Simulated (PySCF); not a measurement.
C₆ coefficients of unlike pairs at B97-3

Calculated with PySCF 2.14 from the dipole response of each species, C₆(A,B) = (3/π) ∫ α_A(iu) α_B(iu) du, in atomic units, from isotropic polarisabilities. For ions this is the dispersion term alone; charge-induced terms of lower order in 1/R come first.

```json
{"species": "Sb²⁺", "configuration": "[Kr] 4d10 5s2 5p1 (2P)", "basis": "def2-QZVPPD with the def2 core potential (28 electrons) (8s6p5d4f1g)", "relativity": "core potential", "α (bohr³)": "15.64", "C₆ (like pair)": "98.23"}
{"species": "P³⁺", "configuration": "[Ne] 3s2 (1S)", "basis": "aug-cc-pwCVTZ (8s7p5d3f)", "relativity": "none", "α (bohr³)": "6.836", "C₆ (like pair)": "17.42"}
{"species": "P⁺", "configuration": "[Ne] 3s2 3p2 (3P)", "basis": "aug-cc-pwCVTZ (8s7p5d3f)", "relativity": "none", "α (bohr³)": "14.36", "C₆ (like pair)": "74.19"}
{"species": "S³⁺", "configuration": "[Ne] 3s2 3p1 (2P)", "basis": "aug-cc-pVDZ-DK (5s4p2d)", "relativity": "spin-free X2C", "α (bohr³)": "5.258", "C₆ (like pair)": "13.76"}
```

(1) Estimate C₆ for S³⁺ with P³⁺.

No spin-orbit coupling is included.

The other pairs:

| pair | C₆ |
| --- | --- |
| S³⁺, P⁺ | 31.56 |
| P⁺, P³⁺ | 35.93 |
| P⁺, Sb²⁺ | 84.68 |
| P³⁺, Sb²⁺ | 41.15 |
| S³⁺, Sb²⁺ | 36.52 |

Answers

(1) The integral gives 15.33. The combination rule 2 C_A C_B / (C_A α_B/α_A + C_B α_A/α_B) gives 15.32 and the geometric mean 15.48.
